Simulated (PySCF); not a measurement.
SnBr4, optimised at PBE/def2-SVP:

```xyz
5

Sn    -0.0149     0.0090    -0.0166
Br    -0.0153     0.9947    -2.3106
Br    -0.0214    -2.4823    -0.1817
Br     2.0270     0.7573     1.2102
Br    -2.0499     0.7677     1.2153
```

Computed with PySCF (xtb for GFN2) and rigid-rotor harmonic-oscillator thermochemistry at 1 bar. All species are closed-shell singlets. Sn: scalar-relativistic def2 core potential, no spin-orbit coupling. Br: all electrons, no relativistic terms.

### Question
List the harmonic frequencies (cm⁻¹, unscaled) at this level and at the other levels, each on its own geometry.

### Answer
- PBE/def2-SVP: 55, 55, 79, 79, 79, 202, 268, 268, 268
- GFN2-xTB: 48, 48, 61, 61, 61, 148, 218, 219, 219
- PBE0/def2-TZVP: 58, 58, 84, 84, 84, 219, 281, 282, 282
